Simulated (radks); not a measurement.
Results of a calculation; reference values are marked as such.
Problem. The mean radii <r> (bohr) of the occupied orbitals of an atom or ion are listed with their occupations. Level of theory: scalar-relativistic Kohn-Sham, r2SCAN, spin-polarised, spherical densities, finite nucleus; meta-GGA in the generalised Kohn-Sham scheme; Fermi nuclear charge, rms radius of each element as measured or else 0.836 A^(1/3) + 0.57 fm (a radial shooting solver on a logarithmic mesh with Libxc functionals).

| orbital | occ. | <r> |
|---|---|---|
| 1s up | 1 | 0.02663 |
| 1s down | 1 | 0.02660 |
| 2s up | 1 | 0.1114 |
| 2s down | 1 | 0.1116 |
| 2p up | 3 | 0.09686 |
| 2p down | 1 | 0.09716 |
| 3s up | 1 | 0.2671 |
| 3s down | 1 | 0.2683 |
| 3p up | 2 | 0.2576 |

Name the element and its charge. Open shells, if any, are filled with parallel spins first.

Solution. Z = 54, xenon, charge +42: Xe42+ in [He] 2s2 2p4 3s2 3p2. The 1s radius gives Z: for a bare nucleus <r> = (2 gamma + 1)/(2Z) with gamma = sqrt(1 - (Z/c)^2), 0.02628 bohr for Z = 54, and screening makes it slightly larger (0.02663 here). The occupations add up to 12, and the charge is Z minus that.
